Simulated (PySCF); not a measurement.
**PySCF run on Cl**

The script input.py:

```python
from pyscf import gto, scf, solvent

mol = gto.M(
    atom='Cl 0 0 0',
    basis='pcseg-2',
    charge=0,
    spin=1,
    symmetry=True,
    verbose=4,
)
mf = scf.ROHF(mol)
mf = mf.density_fit(auxbasis='def2-universal-jkfit')
mf = solvent.PCM(mf)
mf.with_solvent.eps = 78.36
mf.kernel()
mf.analyze()
print('orbital energies (hartree):', mf.mo_energy[..., max(0, mol.nelec[1]-3):mol.nelec[0]+3].round(4))
```

```bash
$ python input.py
```

The log (some set-up lines and the per-cycle HOMO/LUMO lines with their warnings removed):

```
PySCF version 2.14.0

[INPUT] verbose = 4
[INPUT] num. atoms = 1
[INPUT] num. electrons = 17
[INPUT] charge = 0
[INPUT] spin (= nelec alpha-beta = 2S) = 1
[INPUT] symmetry True subgroup None
[INPUT] Mole.unit = angstrom
[INPUT] Symbol           X                Y                Z      unit          X                Y                Z       unit  Magmom
[INPUT]  1 Cl     0.000000000000   0.000000000000   0.000000000000 AA    0.000000000000   0.000000000000   0.000000000000 Bohr   0.0

nuclear repulsion = 0
point group symmetry = SO3
symmetry origin: [0. 0. 0.]
symmetry axis x: [1. 0. 0.]
symmetry axis y: [0. 1. 0.]
symmetry axis z: [0. 0. 1.]
num. orbitals of irrep s+0 = 5
num. orbitals of irrep p-1 = 4
num. orbitals of irrep p+0 = 4
num. orbitals of irrep p+1 = 4
num. orbitals of irrep d-2 = 2
num. orbitals of irrep d-1 = 2
num. orbitals of irrep d+0 = 2
num. orbitals of irrep d+1 = 2
num. orbitals of irrep d+2 = 2
num. orbitals of irrep f-3 = 1
num. orbitals of irrep f-2 = 1
num. orbitals of irrep f-1 = 1
num. orbitals of irrep f+0 = 1
num. orbitals of irrep f+1 = 1
num. orbitals of irrep f+2 = 1
num. orbitals of irrep f+3 = 1
number of shells = 4
number of NR pGTOs = 65
number of NR cGTOs = 34
basis = pcseg-2
ecp = {}

******** <class 'pyscf.solvent._attach_solvent.PCMDFSymAdaptedROHF'> ********
method = PCMDFSymAdaptedROHF
initial guess = minao
damping factor = 0
level_shift factor = 0
DIIS = <class 'pyscf.scf.diis.CDIIS'>
diis_start_cycle = 1
diis_space = 8
diis_damp = 0
SCF conv_tol = 1e-09
SCF conv_tol_grad = None
SCF max_cycles = 50
direct_scf = False
num. doubly occ = 8  num. singly occ = 1
******** <class 'pyscf.solvent.pcm.PCM'> (In testing) ********

WARN: PCM is an experimental feature. It is still in testing.
Features and APIs may be changed in the future.

lebedev_order = 29 (302 grids per sphere)
eps = 78.36
frozen = False
Freeze 0 electrons in irreps []
    17 free electrons in irreps s+0 p-1 p+0 p+1 d-2 d-1 d+0 d+1 d+2 f-3 f-2 f-1 f+0 f+1 f+2 f+3
Set gradient conv threshold to 3.16228e-05
******** <class 'pyscf.df.df.DF'> ********
auxbasis = def2-universal-jkfit
PCM E_diel = -3.21163041762341e-05
Solvent Energy = -3.21163041762341e-05
init E= -459.256054577372
PCM E_diel = -0.00129598058398791
Solvent Energy = -0.00129598058398791
cycle= 1 E= -459.470694132741  delta_E= -0.215  |g|= 0.074  |ddm|= 0.545
PCM E_diel = -0.00135069336121163
Solvent Energy = -0.00135069336121163
cycle= 2 E= -459.472970698397  delta_E= -0.00228  |g|= 0.0274  |ddm|= 0.0959
PCM E_diel = -0.00136893249610629
Solvent Energy = -0.00136893249610629
cycle= 3 E= -459.473091099855  delta_E= -0.00012  |g|= 0.00297  |ddm|= 0.0201
PCM E_diel = -0.0013763125659206
Solvent Energy = -0.0013763125659206
cycle= 4 E= -459.473095017768  delta_E= -3.92e-06  |g|= 0.000421  |ddm|= 0.0046
PCM E_diel = -0.00137766575232934
Solvent Energy = -0.00137766575232934
cycle= 5 E= -459.473095120377  delta_E= -1.03e-07  |g|= 6.25e-05  |ddm|= 0.000663
PCM E_diel = -0.00137784878652618
Solvent Energy = -0.00137784878652618
cycle= 6 E= -459.473095121689  delta_E= -1.31e-09  |g|= 4.81e-06  |ddm|= 6.44e-05
PCM E_diel = -0.00137787365670311
Solvent Energy = -0.00137787365670311
cycle= 7 E= -459.473095121705  delta_E= -1.54e-11  |g|= 3.58e-07  |ddm|= 7.57e-06
PCM E_diel = -0.00137787429560876
Solvent Energy = -0.00137787429560876
Extra cycle  E= -459.473095121705  delta_E= -3.98e-13  |g|= 8.86e-08  |ddm|= 5.55e-07
converged SCF energy = -459.473095121705
**** SCF Summaries ****
Total Energy =                        -459.473095121705001
Nuclear Repulsion Energy =               0.000000000000000
One-electron Energy =                 -634.994969949533129
Two-electron Energy =                  175.523252702123699
Two-electron Coulomb Energy =          203.058614351092615
DFT Exchange-Correlation Energy =      -27.535361648968916
Wave-function symmetry = SO3
single occ                     0    0    0    1    0    0    0    0    0    0    0    0    0    0    0    0
**** MO energy ****
                          Roothaan           | alpha              | beta
MO #1   (s+0 #1 ) energy= -104.836387575307  | -104.841736617243  | -104.831038533371  occ= 2
MO #2   (s+0 #2 ) energy= -10.594933972563   | -10.6001362600824  | -10.5897316850437  occ= 2
MO #3   (p+1 #1 ) energy= -8.06356774684062  | -8.08739490201528  | -8.03974059166969  occ= 2
MO #4   (p-1 #1 ) energy= -8.06044948222209  | -8.06290861269718  | -8.05799035174707  occ= 2
MO #5   (p+0 #1 ) energy= -8.0604494822221   | -8.06290861269719  | -8.05799035174708  occ= 2
MO #6   (s+0 #3 ) energy= -1.07045337305985  | -1.12957455943311  | -1.01133218668661  occ= 2
MO #7   (p-1 #2 ) energy= -0.489697549085686 | -0.5045411383811   | -0.474853959790271 occ= 2
MO #8   (p+0 #2 ) energy= -0.489697549085685 | -0.5045411383811   | -0.47485395979027  occ= 2
MO #9   (p+1 #2 ) energy= -0.293591684404408 | -0.565513633565326 | -0.0216697198131204 occ= 1
MO #10  (p+1 #3 ) energy= 0.446671585811904  | 0.422828778653956  | 0.470514381488536  occ= 0
MO #11  (p-1 #3 ) energy= 0.447842224956467  | 0.444452995561744  | 0.451231454351187  occ= 0
MO #12  (p+0 #3 ) energy= 0.447842224956458  | 0.444452995561734  | 0.451231454351179  occ= 0
[22 lines left out]
 ** Mulliken pop on meta-lowdin orthogonal AOs  **
 ** Mulliken pop  **
pop of  0 Cl 1s           2.00000
pop of  0 Cl 2s           1.99989
pop of  0 Cl 3s           1.99998
pop of  0 Cl 4s           0.00003
pop of  0 Cl 5s           0.00010
pop of  0 Cl 2px          1.99996
pop of  0 Cl 2py          2.00000
pop of  0 Cl 2pz          2.00000
pop of  0 Cl 3px          0.99856
pop of  0 Cl 3py          1.99996
pop of  0 Cl 3pz          1.99996
pop of  0 Cl 4px          0.00141
[22 lines left out]
 ** Mulliken atomic charges  **
charge of    0Cl =     -0.00000
Dipole moment(X, Y, Z, Debye):  0.00000,  0.00000,  0.00000
orbital energies (hartree): [-1.0705 -0.4897 -0.4897 -0.2936  0.4467  0.4478  0.4478]
```

In short: E(SCF) = -459.473095 Eh, 7 cycles.

Wall time 0.95 s on one thread of a shared host.

No search for the lowest solution was made.
